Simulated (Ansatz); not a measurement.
Al(Cl)2(SeH) (AlCl₂HSe), SMILES [Cl][Al]([Cl])[SeH].

Coordinates come from a B3LYP-D3(BJ)/def2-SVP optimisation. The values are those of a single conformer.

Two levels are set side by side: PBE/def2-SVPD (Ansatz, a program for electronic structure) and PBE0/def2-SVPD (Ansatz). Energy differences of separate SCF runs at the same geometry; the states with an electron removed or added have multiplicity 2 and 2. Differences are taken from unrounded values.

```csv
quantity,PBE0,PBE,PBE minus PBE0
vertical ionisation energy (eV),10.05,9.86,-0.19
vertical singlet–triplet gap (eV),5.02,4.80,-0.21
```
